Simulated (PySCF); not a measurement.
C5H7FO, SMILES C1[C@H](C)/C(O1)=C/F.

Geometry: B3LYP-D3(BJ)/def2-SVP. The structure was generated by enumeration; whether it is a known compound was not checked.

The numbers are results of PySCF with PBE/def2-TZVP, not measurements.

Computed frontier levels, gap, dipole moment and polarisability:
```
Quantity                                                                                                        Value
---------------------------------------------------------------------------------------------  ----------------------
highest occupied level                                                                                       -5.03 eV
lowest empty level                                                                                           -0.22 eV
orbital gap                                                                                                   4.80 eV
dipole moment                                                                                               0.712 e·Å
quadrupole, principal values (traceless, Buckingham form, about the centre of nuclear charge)   -4.66, 0.41, 4.25 D·Å
mean static polarisability                                                                       64.8 bohr³ (9.60 Å³)
polarisability, principal values                                                               50.2, 62.5, 81.7 bohr³
```
